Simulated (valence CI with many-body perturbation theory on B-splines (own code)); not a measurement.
**Tm LV in brief**

Level of theory: valence CI with perturbative core correlation (CI+MBPT): five valence electrons over a frozen Dirac-Fock core [Ne], a basis of 11 s, 11 p, 10 d, 8 f, 5 g, 2 h functions for each j, with the one-electron correlation potential Σ1 (screened to all orders), the two-electron term Σ2, the three-electron term Σ3, Breit, model QED; selected single and double excitations, second order for the rest, scaled by the run's own slope (own B-spline code, finite nucleus).

The last digits are not significant, and no measured levels were compared; by estimate large intervals hold to a few tenths of a per cent, small ones and those within an open d or f shell to about a per cent. Among the levels kept, up to 3100 cm⁻¹ of a level comes from second order outside the variational space, and about a tenth of that is noise between levels of different J, which matters for small intervals.

Levels are named by their leading jj configuration (3d3/2^4 stands for four electrons in 3d with j = 3/2), which in mixed levels can hold well under half, so a name can repeat and another be missing.

Rates and lifetimes use the calculated energies. Strong lines usually hold to 10 to 20 %, long lifetimes can be off by a factor of two.

**Question.** What is the ground level?

**Answer.** (3s^2 3p1/2^2 3p3/2) J=3/2, composition 47 % 3s2 3p3 2P° + 27 % 3s2 3p3 2D° + 25 % 3s2 3p3 4S°, g = 1.350.

**Question.** Where does the other parity begin?

**Answer.** At (3s^2 3p1/2^2 3d3/2) J=3/2, 209.8 eV.

**Question.** Name the longest-lived excited levels whose lifetime is computed, and their main decay.

**Answer.** (3s^2 3p1/2 3p3/2 3d5/2) J=9/2 at 520.1 eV lives 473 ns, mostly by M1 to (3s^2 3p1/2 3p3/2 3d3/2) J=7/2; (3s^2 3p1/2 3p3/2^2) J=5/2 at 252.6 eV lives 33.9 ns, mostly by M1 to (3s^2 3p1/2^2 3p3/2) J=3/2; (3s^2 3p1/2 3p3/2^2) J=1/2 at 266.6 eV lives 11.7 ns, mostly by M1 to (3s^2 3p1/2^2 3p3/2) J=3/2.

**Question.** Among levels below 1083.1 eV, which E1 lines absorb most strongly from the ground level?

**Answer.** to (3s^2 3p1/2 3p3/2 3d3/2) J=3/2 at 2.497 nm, f = 0.325; to (3s^2 3p1/2 3p3/2 3d3/2) J=5/2 at 2.543 nm, f = 0.280; to (3s^2 3p1/2 3p3/2 3d3/2) J=1/2 at 2.498 nm, f = 0.116.

**Question.** What is the ionisation energy?

**Answer.** 5159.4 eV; NIST lists 5157 ± 5 eV (theoretical).

**Question.** How well does LS coupling describe the low levels?

**Answer.** Among the lowest 20 levels the leading LS term, summed over configurations, holds 54 % on average. For single configurations the figures are 52 % in LS and 94 % in jj coupling. Terms mix most in the J = 5/2 level at 279.6 eV, where the leading one holds 32 %.
